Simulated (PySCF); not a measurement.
SMILES CO[SiH2][SiH2]C(C)(C)C (C5H16OSi2), singlet (GFN2-xTB optimised geometry):

```
24

C     -3.557    -1.725     3.571
O     -2.327    -1.450     2.978
Si    -2.035    -1.030     1.437
Si     0.251    -0.855     1.549
C      0.908     0.071     0.000
C      0.414    -0.621    -1.270
C      2.434     0.071     0.000
C      0.415     1.517     0.000
H     -3.386    -1.956     4.623
H     -4.037    -2.580     3.089
H     -4.226    -0.865     3.495
H     -2.822     0.173     1.096
H     -2.595    -2.050     0.529
H      0.780    -0.138     2.724
H      0.936    -2.163     1.573
H     -0.674    -0.614    -1.319
H      0.796    -0.114    -2.157
H      0.751    -1.655    -1.302
H      2.820     0.559     0.892
H      2.822     0.600    -0.871
H      2.819    -0.946    -0.022
H     -0.672     1.558    -0.017
H      0.787     2.050    -0.876
H      0.765     2.043     0.886
```

Method: CAM-B3LYP/def2-SVP run with PySCF.

**Question.** What are the frontier orbital energies and the dipole moment?

**Answer.** HOMO-2 -9.65 eV, HOMO-1 -9.33 eV, HOMO -8.76 eV, LUMO 0.97 eV, LUMO+1 1.84 eV; dipole moment 0.90 D.

Meta-Löwdin charges at CAM-B3LYP/def2-SVP: C1 -0.06, O2 -0.61, Si3 0.64, Si4 0.39, C5 -0.13, C6 -0.28, C7 -0.28, C8 -0.29, H9 0.11, H10 0.09, H11 0.09, H12 -0.13, H13 -0.13, H14 -0.09, H15 -0.10, H16 0.08, H17 0.09, H18 0.09, H19 0.09, H20 0.09, H21 0.09, H22 0.09, H23 0.09, H24 0.09.
